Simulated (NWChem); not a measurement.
System: C2H5FOSi; SMILES [SiH2](C=O)CF

Input file for NWChem:

```
start job
memory heap 200 mb stack 900 mb global 1100 mb
geometry units angstroms noautoz
  O     -0.408662    -2.548249     0.186348
  C     -0.606643    -1.347993     0.191046
  Si     0.853057    -0.080714     0.120143
  C      0.179323     1.590506    -0.508410
  F     -0.917048     1.911137     0.311961
  H     -1.652172    -0.958733     0.253391
  H      1.370830     0.090825     1.502623
  H      1.923376    -0.609638    -0.765553
  H     -0.171240     1.543069    -1.547732
  H      0.913533     2.403383    -0.442214
end
basis spherical
  * library def2-tzvp
end
dft
  xc xpbe96 cpbe96
  iterations 150
  semidirect filesize 400000000
  mulliken
end
task dft energy
```

Output (shortened):

```
             Northwest Computational Chemistry Package (NWChem) 7.3.0
             --------------------------------------------------------

 C1  symmetry detected

                             Geometry "geometry" -> ""
                             -------------------------

 Output coordinates in angstroms (scale by  1.889725989 to convert to a.u.)

  No.       Tag          Charge          X              Y              Z
 ---- ---------------- ---------- -------------- -------------- --------------
    1 O                    8.0000    -0.44230771    -2.53695328    -0.07964702
    2 C                    6.0000    -0.63163140    -1.33609173    -0.03581691
    3 Si                  14.0000     0.83108493    -0.08732761     0.17105629
    4 C                    6.0000     0.26344247     1.62490884    -0.45184103
    5 F                    9.0000    -0.93615542     1.91561643     0.22217395
    6 H                    1.0000    -1.67304845    -0.93625496    -0.10002136
    7 H                    1.0000     1.14873004     0.00135725     1.62019467
    8 H                    1.0000     2.01288228    -0.58207390    -0.58285478
    9 H                    1.0000     0.06343776     1.63909089    -1.53125378
   10 H                    1.0000     0.98580338     2.42264300    -0.23729456

 Effective nuclear repulsion energy (a.u.)     214.7194760972

  pbe96 is a nonlocal functional; adding pw91lda local functional.

                                 NWChem DFT Module
                                 -----------------

 Summary of "ao basis" -> "ao basis" (spherical)
 ------------------------------------------------------------------------------
       Tag                 Description            Shells   Functions and Types
 ---------------- ------------------------------  ------  ---------------------
 O                         def2-tzvp                11       31   5s3p2d1f
 C                         def2-tzvp                11       31   5s3p2d1f
 Si                        def2-tzvp                13       37   5s5p2d1f
 F                         def2-tzvp                11       31   5s3p2d1f
 H                         def2-tzvp                 4        6   3s1p

            General Information
            -------------------
          SCF calculation type: DFT
          Wavefunction type:  closed shell.
          No. of atoms     :    10
          No. of electrons :    48
           Alpha electrons :    24
            Beta electrons :    24
          Charge           :     0
          Spin multiplicity:     1
          Use of symmetry is: off; symmetry adaption is: off
          Maximum number of iterations: 150
          AO basis - number of functions:   191
                     number of shells:    77
          Convergence on energy requested:  1.00D-06
          Convergence on density requested:  1.00D-05
          Convergence on gradient requested:  5.00D-04

              XC Information
              --------------
          PerdewBurkeErnzerhof Exchange Functional  1.000
            Perdew 1991 LDA Correlation Functional  1.000 local
           PerdewBurkeErnz. Correlation Functional  1.000 non-local

             Grid Information
             ----------------
          Grid used for XC integration:  medium
          Radial quadrature: Mura-Knowles
          Angular quadrature: Lebedev.
          Tag              B.-S. Rad. Rad. Pts. Rad. Cut. Ang. Pts.
          ---              ---------- --------- --------- ---------
          O                   0.60       49          13.0       434
          C                   0.70       49          11.0       434
          Si                  1.10       88          10.0       590
          F                   0.50       49          11.0       434
          H                   0.35       45          12.0       434
          Grid pruning is: on
          Number of quadrature shells:   509
          Spatial weights used:  Erf1

      Superposition of Atomic Density Guess
      -------------------------------------

 Sum of atomic energies:        -540.87949852

      Non-variational initial energy
      ------------------------------

 Total energy =    -542.623066
 1-e energy   =   -1173.286173
 2-e energy   =     415.943631
 HOMO         =      -0.276485
 LUMO         =      -0.067733

------------------------------------------------------------
EAF file 0: "./job.aoints.0" size=591921152 bytes
------------------------------------------------------------
               write      read    awrite     aread      wait
               -----      ----    ------     -----      ----
     calls:     1129         0         0         0         0
   data(b): 5.92e+08  0.00e+00  0.00e+00  0.00e+00
   time(s): 0.00e+00  0.00e+00  0.00e+00  0.00e+00  0.00e+00
rate(mb/s): 0.00e+00  0.00e+00
------------------------------------------------------------

     ---------------------------------------------
      Total Density - Mulliken Population Analysis
     ---------------------------------------------

    Atom       Charge   Shell Charges
 -----------   ------   -------------------------------------------------------
    1 O    8     8.71   0.79  1.18  0.61  0.96  0.29  1.99  2.09  0.77  0.00  0.02  0.00
    2 C    6     5.58   0.86  1.12  0.55  0.67  0.14  0.94  0.97  0.21  0.03  0.08  0.01
    3 Si  14    13.56   2.00  0.59  1.39  0.88  0.47  4.12  1.73  0.53  1.27  0.40  0.08  0.09  0.02
    4 C    6     6.06   0.86  1.12  0.53  0.68  0.12  1.06  1.26  0.33  0.02  0.07  0.01
    5 F    9     9.40   0.77  1.20  0.61  1.01  0.32  2.33  2.31  0.84  0.00  0.01  0.00
    6 H    1     0.91   0.24  0.47  0.17  0.02
    7 H    1     1.03   0.22  0.54  0.26  0.01
    8 H    1     1.03   0.22  0.53  0.27  0.01
    9 H    1     0.86   0.25  0.45  0.14  0.02
   10 H    1     0.86   0.24  0.45  0.14  0.02

   convergence    iter        energy       DeltaE   RMS-Dens  Diis-err
 ---------------- ----- ----------------- --------- --------- ---------
 d= 0,ls=0.0,diis     1   -543.2642684749 -7.58D+02  1.40D-02  1.85D+00
 d= 0,ls=0.0,diis     2   -542.2635184012  1.00D+00  1.25D-02  1.11D+01
 d= 0,ls=0.0,diis     3   -543.3963413917 -1.13D+00  2.93D-03  3.18D-01
 d= 0,ls=0.0,diis     4   -543.4040887657 -7.75D-03  1.42D-03  2.52D-01
 d= 0,ls=0.0,diis     5   -543.4246379608 -2.05D-02  2.93D-04  1.06D-02
  Resetting Diis
 d= 0,ls=0.0,diis     6   -543.4254175013 -7.80D-04  1.63D-04  9.13D-04
 d= 0,ls=0.0,diis     7   -543.4255314959 -1.14D-04  8.83D-05  4.40D-05
 d= 0,ls=0.0,diis     8   -543.4255125300  1.90D-05  5.50D-05  2.35D-04
 d= 0,ls=0.0,diis     9   -543.4255367985 -2.43D-05  1.01D-05  1.36D-05
 d= 0,ls=0.0,diis    10   -543.4255382968 -1.50D-06  2.42D-06  1.24D-06
 d= 0,ls=0.0,diis    11   -543.4255384163 -1.19D-07  6.82D-07  7.84D-08

         Total DFT energy =     -543.425538416295
      One electron energy =    -1176.769075360904
           Coulomb energy =      470.823271689566
    Exchange-Corr. energy =      -52.199210842180
 Nuclear repulsion energy =      214.719476097222

 Numeric. integr. density =       48.000007357939

                       DFT Final Molecular Orbital Analysis
                       ------------------------------------

 Vector   22  Occ=2.000000D+00  E=-3.094679D-01
              MO Center= -9.3D-02,  1.5D+00, -3.9D-02, r^2= 2.9D+00
   Bfn.  Coefficient  Atom+Function         Bfn.  Coefficient  Atom+Function
  ----- ------------  ---------------      ----- ------------  ---------------
   138      0.264295   5 F  pz              141      0.209420   5 F  pz
   137      0.194052   5 F  py              136      0.177804   5 F  px
   181      0.162305   9 H  s               187     -0.159199  10 H  s
   144      0.154559   5 F  pz              140      0.153457   5 F  py
   139      0.140760   5 F  px              107     -0.136506   4 C  pz

 Vector   23  Occ=2.000000D+00  E=-2.783778D-01
              MO Center=  8.4D-02,  1.2D+00, -8.8D-02, r^2= 2.8D+00
   Bfn.  Coefficient  Atom+Function         Bfn.  Coefficient  Atom+Function
  ----- ------------  ---------------      ----- ------------  ---------------
   137      0.285859   5 F  py              140      0.225273   5 F  py
   106     -0.211568   4 C  py               78      0.187616   3 Si py
   143      0.182973   5 F  py              109     -0.171207   4 C  py
   138     -0.154416   5 F  pz               77     -0.134967   3 Si px
   176     -0.121691   8 H  s               141     -0.120911   5 F  pz

 Vector   24  Occ=2.000000D+00  E=-2.080075D-01
              MO Center= -4.1D-01, -1.7D+00, -3.8D-02, r^2= 2.6D+00
   Bfn.  Coefficient  Atom+Function         Bfn.  Coefficient  Atom+Function
  ----- ------------  ---------------      ----- ------------  ---------------
     6      0.390265   1 O  px                9      0.317381   1 O  px
    12      0.252789   1 O  px               67     -0.237315   3 Si s
   164      0.230554   6 H  s               163      0.179590   6 H  s
    77      0.164749   3 Si px               78      0.150727   3 Si py
   104      0.141683   4 C  s                37     -0.129262   2 C  px

 Vector   25  Occ=0.000000D+00  E=-1.081439D-01
              MO Center= -3.9D-01, -1.4D+00, -1.8D-02, r^2= 2.3D+00
   Bfn.  Coefficient  Atom+Function         Bfn.  Coefficient  Atom+Function
  ----- ------------  ---------------      ----- ------------  ---------------
    42     -0.337400   2 C  pz               39     -0.325040   2 C  pz
     8      0.317599   1 O  pz               45     -0.316800   2 C  pz
    14      0.312171   1 O  pz               11      0.254241   1 O  pz
   170      0.204580   7 H  s               176     -0.163467   8 H  s
   188      0.142086  10 H  s                82     -0.121659   3 Si pz

 Vector   26  Occ=0.000000D+00  E=-2.122012D-02
              MO Center=  6.6D-01,  6.3D-01, -2.8D-02, r^2= 4.6D+00
   Bfn.  Coefficient  Atom+Function         Bfn.  Coefficient  Atom+Function
  ----- ------------  ---------------      ----- ------------  ---------------
    36      1.266943   2 C  s                80      0.794830   3 Si px
    81      0.732621   3 Si py              104     -0.478837   4 C  s
   135      0.443190   5 F  s                67     -0.412683   3 Si s
   164     -0.396419   6 H  s               176     -0.360312   8 H  s
    44      0.285587   2 C  py              113     -0.280735   4 C  pz

 Vector   27  Occ=0.000000D+00  E=-1.253686D-02
              MO Center=  6.8D-01,  3.2D-01,  1.3D-01, r^2= 5.6D+00
   Bfn.  Coefficient  Atom+Function         Bfn.  Coefficient  Atom+Function
  ----- ------------  ---------------      ----- ------------  ---------------
   104      1.865906   4 C  s                81     -1.300274   3 Si py
   182     -0.679857   9 H  s               176     -0.575574   8 H  s
   188     -0.577783  10 H  s                36     -0.468989   2 C  s
   111      0.463594   4 C  px               78     -0.400738   3 Si py
   112     -0.349943   4 C  py               43     -0.330747   2 C  px

------------------------------------------------------------
EAF file 0: "./job.aoints.0" size=876609536 bytes
------------------------------------------------------------
               write      read    awrite     aread      wait
               -----      ----    ------     -----      ----
     calls:     1672        10         0     16710     16710
   data(b): 8.77e+08  5.24e+06  0.00e+00  8.76e+09
   time(s): 0.00e+00  0.00e+00  0.00e+00  0.00e+00  0.00e+00
rate(mb/s): 0.00e+00  0.00e+00
------------------------------------------------------------

     ---------------------------------------------
      Total Density - Mulliken Population Analysis
     ---------------------------------------------

    Atom       Charge   Shell Charges
 -----------   ------   -------------------------------------------------------
    1 O    8     8.21   0.79  1.18  0.62  0.91  0.32  1.87  1.75  0.73  0.00  0.03  0.00
    2 C    6     5.98   0.86  1.11  0.56  0.65  0.10  1.24  1.09  0.22  0.03  0.10  0.01
    3 Si  14    13.82   2.01  0.57  1.39  0.93  0.43  4.13  1.67  0.63  1.43  0.35  0.12  0.14  0.03
    4 C    6     6.11   0.85  1.12  0.53  0.66  0.07  1.27  1.21  0.28  0.02  0.08  0.01
    5 F    9     9.21   0.77  1.20  0.62  0.97  0.36  2.28  2.07  0.93  0.00  0.01  0.00
    6 H    1     0.91   0.27  0.48  0.14  0.02
    7 H    1     1.00   0.25  0.53  0.22  0.01
    8 H    1     1.01   0.25  0.53  0.23  0.01
    9 H    1     0.88   0.27  0.47  0.11  0.02
   10 H    1     0.88   0.27  0.47  0.11  0.02

     -------------------------------------------
      Total Density - Lowdin Population Analysis
     -------------------------------------------

    Atom       Charge   Shell Charges
 -----------   ------   -------------------------------------------------------
    1 O    8     7.87   0.87  1.09  0.54  0.59  0.34  1.71  1.78  0.87  0.00  0.07  0.01
    2 C    6     6.39   0.91  1.04  0.40  0.38  0.21  1.08  1.22  0.55  0.05  0.47  0.08
    3 Si  14    13.69   2.00  0.83  1.10  0.53  0.31  3.85  1.87  0.72  1.23  0.60  0.12  0.43  0.11
    4 C    6     6.45   0.91  1.04  0.39  0.37  0.20  1.11  1.34  0.59  0.03  0.41  0.07
    5 F    9     8.93   0.86  1.10  0.60  0.70  0.38  2.13  2.10  1.02  0.00  0.03  0.00
    6 H    1     0.90   0.25  0.40  0.18  0.06
    7 H    1     1.01   0.24  0.46  0.28  0.02
    8 H    1     1.01   0.24  0.46  0.29  0.02
    9 H    1     0.88   0.26  0.40  0.16  0.06
   10 H    1     0.88   0.26  0.40  0.16  0.06

     Multipole analysis of the density
     ---------------------------------

     L   x y z        total         alpha         beta         nuclear
     -   - - -        -----         -----         ----         -------
     0   0 0 0     -0.000000    -24.000000    -24.000000     48.000000

     1   1 0 0      0.413433      0.206717      0.206717     -0.000000
     1   0 1 0      0.810914      0.405457      0.405457      0.000000
     1   0 0 1     -0.310700     -0.155350     -0.155350     -0.000000

     2   2 0 0    -27.530679    -69.257469    -69.257469    110.984259
     2   1 1 0      1.837422     -3.262066     -3.262066      8.361555
     2   1 0 1      0.155505     -0.539959     -0.539959      1.235423
     2   0 2 0    -33.631554   -232.768963   -232.768963    431.906373
     2   0 1 1     -1.386527      2.038519      2.038519     -5.463565
     2   0 0 2    -26.654188    -26.741984    -26.741984     26.829780
```

Level: PBE/def2-TZVP. Structure relaxed at the B3LYP/6-31G* (spherical d) level.
